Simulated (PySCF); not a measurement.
FH5O2Si2, SMILES O[Si](O)(F)[SiH3]. Geometry optimised at B3LYP-D3(BJ)/def2-SVP. The structure was generated by enumeration, and PubChem lists no compound with its InChIKey, so it may never have been made. Other conformers were not sampled.

All values below come from B3LYP-D3(BJ)/def2-SVP (PySCF).

Harmonic wavenumbers (cm⁻¹): 103, 129, 131, 192, 216, 288, 307, 352, 480, 533, 533, 761, 784, 839, 901, 922, 938, 946, 978, 2213, 2225, 2231, 3851, 3875. Rotational constants (GHz): 3.763, 2.063, 2.016; symmetry number 1.

**Question.** Work out the zero-point energy and the ideal-gas rigid-rotor harmonic-oscillator thermochemistry at 298.15 K and 1 atm.

**Answer.** ZPE = ½ Σ hcν = ½ × 24727 cm⁻¹ = 147.90 kJ/mol. H − E(el) = 172.31 kJ/mol. Entropy in J/(mol K): translation 167.62, rotation 114.73, vibration 86.37, total 368.71. G − E(el) = 62.38 kJ/mol. Cp = 126.56 J/(mol K). Modes under 150 cm⁻¹ make the vibrational entropy uncertain.
